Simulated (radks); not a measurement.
Values are calculated unless marked as measured or tabulated.
Correlation energies from several functionals, in hartree. Species: Mn [Ar] 3d5 4s2; Li+ [He]; Zn+ [Ar] 3d10 4s1; Yb+ [Xe] 4f14 6s1. Level of theory: non-relativistic Kohn-Sham, PBE, spin-polarised, spherical densities, point nucleus (a radial shooting solver on a logarithmic mesh with Libxc functionals). Every spin shell is full or empty, so the densities are truly spherical. Functionals are evaluated on that one density, not self-consistently.

functional	Mn	Li+	Zn+	Yb+
PW92	-2.0527	-0.13413	-2.6072	-7.0709
VWN5	-2.0627	-0.13477	-2.6198	-7.1007
PZ	-2.0420	-0.13351	-2.6023	-7.0740
PBE	-1.0422	-0.044146	-1.3756	-4.1043
PBEsol	-1.2050	-0.055988	-1.5761	-4.6075
PW91	-1.1376	-0.049990	-1.4945	-4.4114
AM05	-1.8799	-0.11681	-2.4022	-6.6431
OP (B88)	-1.0370	-0.060454	-1.3488	-3.6266
revTPSS	-1.0688	-0.047978	-1.3991	-4.1391
r2SCAN	-1.0664	-0.040212	-1.3992	-4.1865
B95	-1.2340	-0.049905	-1.6468	-5.0918
